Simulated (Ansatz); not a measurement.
Cost and result for the atomization energy of `N[SiH2][O][SnH3]` (11 atoms, 10 bonds).

```xyz
11

N    -0.1248   -0.4392   -1.5902
Si    1.1709   -0.5946   -0.4665
O     0.8742    0.2647    0.8835
Sn   -0.9023    0.8468    1.5071
H    -0.1736    0.3219   -2.2474
H    -0.5946   -1.2570   -1.9406
H     1.2610   -2.0513   -0.1737
H     2.4517   -0.0913   -1.0281
H    -1.9446   -0.5020    1.4949
H    -1.4314    2.0963    0.4766
H    -0.5865    1.4058    3.0845
```

The species carries charge 0 and has multiplicity 1. Correlated methods include outer-core shells of Sn, which these sets cover unevenly. Sn takes the def2 core potential. All single points use the PBE0-D4/def2-TZVP geometry. It is one conformer, not always the lowest. Program: Ansatz. All runs use 4 threads of an Arm Neoverse V2 on a shared host. Times are those of one run each, without the atoms' runs, and a repeat can differ threefold. Electronic energies, without spin–orbit coupling; frozen cores. CCSD(T)/CBS adds CCSD(T) − MP2 in def2-TZVPP to the MP2 limit, and its time is that of the two runs behind it. T1 = 0.013. With those shells the extrapolation isn't a true limit. B3LYP takes the VWN-RPA correlation (the form of Gaussian; ORCA's B3LYP/G).

CCSD(T)/CBS is a level of theory with its own doubt, some kJ/mol a heavy atom from the limit and from the frozen cores, so smaller differences don't rank the functionals.

```tsv
level	functions	wall time	atomization (kcal/mol)	difference from CCSD(T)/CBS	per bond
PBE-D4/def2-TZVPP (with forces)	252	2.1 s	814.6	-9.5	-1.0
PBE0-D4/def2-TZVPP	252	2.5 s	802.8	-21.3	-2.1
B3LYP-D4/def2-TZVPP (with forces)	252	3.7 s	815.8	-8.3	-0.8
r2SCAN-D4/def2-TZVPP (with forces)	252	4.1 s	812.6	-11.5	-1.1
B2PLYP/def2-TZVPP	252	4.4 s	805.4	-18.7	-1.9
ωB97X-V/def2-TZVPP	252	7 s	824.8	0.7	0.1
ωB97M-V/def2-TZVPP (with forces)	252	10 s	819.4	-4.7	-0.5
MP2/def2-QZVPP	476	16 s	813.5	-10.6	-1.1
CCSD(T)/def2-TZVPP	252	2.7 min	797.9	-26.2	-2.6
CCSD(T)/CBS(def2)	–	2.9 min	824.1	0.0	0.0
```

In def2-TZVPP, CCSD(T) changes the Hartree–Fock value by +223.7 kcal/mol (the triples alone add +11.0 kcal/mol) and MP2 by +223.4 kcal/mol; breaking electron pairs costs correlation energy, which Hartree–Fock lacks. The D4 term adds +9.3 kcal/mol with B3LYP and +4.9 kcal/mol with PBE0; it sums over pairs of atoms, weighted by their polarisabilities, and B3LYP, whose exchange is more repulsive, gets the larger term. From PBE to PBE0 (25 % exact exchange), in def2-TZVPP and without D4, the atomization energy moves by −11.0 kcal/mol: exact exchange takes away binding that semilocal exchange gives to molecules.

Spin–orbit coupling would lower the free Sn atoms strongly, and the atomization energy with them, by more than many differences here. For some Ge, Se and Sn compounds the MP2-based and the directly extrapolated limit differ by 10 to 25 kJ/mol.
